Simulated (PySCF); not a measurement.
# Antimony: highly charged ions in a basis for the neutral atom

Sb¹⁸⁺ [Ar] 3d10 4s2 4p3, Sb¹⁹⁺ [Ar] 3d10 4s2 4p2. Calculation: PySCF 2.14, in x2c-SVPall; the spin-free X2C one-electron Hamiltonian (Gaussian nucleus). No spin-orbit coupling, so a gap to NIST mixes the basis error with missing relativistic terms.

Changed run: basis of the neutral atom used for a highly charged ion. This setting is unsound on purpose.

```json
{"species": "Sb¹⁸⁺", "method": "UHF", "sound run (hartree)": "not run", "changed run (hartree)": "-6346.83332", "converged": "yes"}
{"species": "Sb¹⁸⁺", "method": "MN15", "sound run (hartree)": "not run", "changed run (hartree)": "-6352.75371", "converged": "yes"}
{"species": "Sb¹⁸⁺", "method": "B3LYP", "sound run (hartree)": "not run", "changed run (hartree)": "-6348.67749", "converged": "yes"}
{"species": "Sb¹⁹⁺", "method": "UHF", "sound run (hartree)": "not run", "changed run (hartree)": "-6327.84633", "converged": "yes"}
{"species": "Sb¹⁹⁺", "method": "MN15", "sound run (hartree)": "not run", "changed run (hartree)": "-6333.70677", "converged": "yes"}
{"species": "Sb¹⁹⁺", "method": "B3LYP", "sound run (hartree)": "not run", "changed run (hartree)": "-6329.65436", "converged": "yes"}
```

Ionisation energy of Sb¹⁸⁺:

```json
{"method": "UHF", "changed run (eV)": "516.66", "NIST (eV)": "510 ± 3"}
{"method": "MN15", "changed run (eV)": "518.29", "NIST (eV)": "510 ± 3"}
{"method": "B3LYP", "changed run (eV)": "517.65", "NIST (eV)": "510 ± 3"}
```

The contracted functions were made for the neutral atom and can be too rigid for a highly charged ion.
